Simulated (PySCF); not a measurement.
Compound: FGeH5OSi.
Geometry (PBE0-D3(BJ)/def2-SVP, Å), atoms numbered from 1 in this order:
```
atom  x, y, z in Å
F1    -1.0799    1.5104    1.2184
Si2   -1.5839    0.6641   -0.0766
O3    -0.2913   -0.0886   -0.7398
Ge4    1.4325   -0.3096   -0.3243
H5    -2.1711    1.6269   -1.0435
H6    -2.5822   -0.3261    0.4048
H7     2.0348   -1.0684   -1.5135
H8     2.0752    1.0758   -0.1501
H9     1.5172   -1.1302    0.9735
```

Level of theory: PySCF 2.14.0, delta-SCF UKS SCAN, pcX-2 on the ionised atom, pcseg-1 elsewhere, spin-free X2C. Every row has its own mixed basis.

```json
{"ionised atom": "O3", "basis functions": "129", "E(ground) (Eh)": "-2562.42740", "binding energy (eV)": "537.807"}
{"ionised atom": "F1", "basis functions": "129", "E(ground) (Eh)": "-2562.44333", "binding energy (eV)": "692.329"}
{"ionised atom": "Si2", "basis functions": "140", "E(ground) (Eh)": "-2562.46335", "binding energy (eV)": "1848.469"}
```

Fill in the total energy of each core-ionised state.

With binding energy = E(ionised) − E(ground) and 27.2114 eV a hartree:

```csv
atom,binding energy (Eh),E(ionised) (Eh)
O3,19.7641,-2542.6633
F1,25.4426,-2537.0007
Si2,67.9300,-2494.5334
```

How much do the ground-state energies differ, and what would follow from using one of them for all holes?

They run from -2562.4633 Eh (core basis on Si2) to -2562.4274 Eh (on O3), 0.0359 Eh or 0.98 eV apart, though the state is the same; only basis and grid differ. Pairing the ion of O3 with the ground state of Si2 would put its binding energy 0.98 eV too high.

Only 1s holes are shown. One conformer (not necessarily the lowest) at the PBE0-D3(BJ)/def2-SVP geometry, without solvent, vibrations or thermal averaging.

Time: 16 s; peak memory 0.58 GiB. Hardware: one thread, Arm Neoverse V1 (aarch64), no GPU, shared host with 32 logical CPUs at a one-minute load of 20.
